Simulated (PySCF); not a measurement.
A survey of ¹⁵N NMR shifts

- GFN2-xTB geometry
- shielding tensors at PBE0/pcSseg-1 (GIAO)
- run in PySCF 2.14.0 with density-fitted response routines
- non-relativistic, isolated molecule, a single conformation, rapidly exchanging positions averaged

Shieldings were converted by a linear fit to measured shifts: ¹⁵N: δ = -148.07 − 0.921σ (rms 6.3 ppm, 71 shifts vs CH3NO2, solution or neat liquid). Occasional misses reach two or three times the rms, and more in compound classes unlike the fitted ones.

Q: Give the ¹⁵N shifts of `C/N=C\CNC[SiH2]C#N`, `CN1CC[Si@]1(N)CC#N`, `C=C(C)Pc1ccccn1`.

A: 
```csv
compound,environment,δ (ppm)
[CH3:1]/[N:2]=[CH:3]\[CH2:4][NH:5][CH2:6][SiH2:7][C:8]#[N:9],N2: imine nitrogen,-34.3
[CH3:1]/[N:2]=[CH:3]\[CH2:4][NH:5][CH2:6][SiH2:7][C:8]#[N:9],N9: nitrile nitrogen,-58.9
[CH3:1]/[N:2]=[CH:3]\[CH2:4][NH:5][CH2:6][SiH2:7][C:8]#[N:9],N5: amine nitrogen,-359.8
[CH3:1][N:2]1[CH2:3][CH2:4][Si@:5]1([NH2:6])[CH2:7][C:8]#[N:9],N9: nitrile nitrogen,-122.5
[CH3:1][N:2]1[CH2:3][CH2:4][Si@:5]1([NH2:6])[CH2:7][C:8]#[N:9],"N2: nitrogen bonded to 2 C, Si, in a 4-membered ring",-327.1
[CH3:1][N:2]1[CH2:3][CH2:4][Si@:5]1([NH2:6])[CH2:7][C:8]#[N:9],"N6: nitrogen bonded to Si, 2 H",-357.1
C=C(C)Pc1ccccn1,pyridine-type ring nitrogen,-67.9
```

Q: Match the shifts -84.8, -287.3, -325.2 ppm to `Cc1cc(N)ccc1Cl`, `Cc1cpcc(C2CC2)n1`, `O=CN([SiH3])[SiH3]`.

A: -84.8: Cc1cpcc(C2CC2)n1 (pyridine-type ring nitrogen); -287.3: O=CN([SiH3])[SiH3] (amide-type nitrogen); -325.2: Cc1cc(N)ccc1Cl (aniline-type nitrogen).
